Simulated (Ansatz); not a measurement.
Computed with Ansatz on PBE0-D4/def2-TZVP structures; ΔE is electronic, products minus reactants. CBS: MP2 limit from def2 TZ/QZ plus the TZ coupled-cluster correction, frozen cores. This one scheme is used for every species. Functionals use def2-TZVPP. B3LYP here is the variant with VWN-RPA as its local correlation; programs differ in this. For Ge outer-core shells are correlated without core-valence functions, which leaves a few kJ/mol of doubt a bond. Scalar relativity is left out up to krypton. Each species was taken in one conformer, which may not be the lowest.

Consider the ligand exchange at a Ge–O bond: `C[O][GeH]([Cl])[O]C` + CH₃NH₂ → `C[NH][GeH]([Cl])[O]C` + CH₃OH.

Is it downhill or uphill in electronic energy at CCSD(T)/CBS, and by how much? (An estimate is asked.)

Computed: Uphill: ΔE = +0.25 eV.

What do these levels give: PBE-D4, PBE0-D4, B3LYP-D4, ωB97X-V, ωB97M-V, B2PLYP, r2SCAN, MP2/def2-TZVPP, CCSD(T)/def2-TZVPP, MP2/def2-QZVPP, HF/CBS(def2), CCSD/CBS(def2)? (An estimate is asked.)

The calculation gave: PBE-D4 0.25, PBE0-D4 0.24, B3LYP-D4 0.28, ωB97X-V 0.28, ωB97M-V 0.27, B2PLYP 0.30, r2SCAN 0.30, MP2/def2-TZVPP 0.25, CCSD(T)/def2-TZVPP 0.27, MP2/def2-QZVPP 0.25, HF/CBS(def2) 0.35, CCSD/CBS(def2) 0.25 eV.

Largest T1 diagnostic among the species: 0.011.

In def2-TZVPP, CCSD(T) changes the Hartree–Fock value by −0.07 eV (the triples alone add −0.00 eV) and MP2 by −0.09 eV.
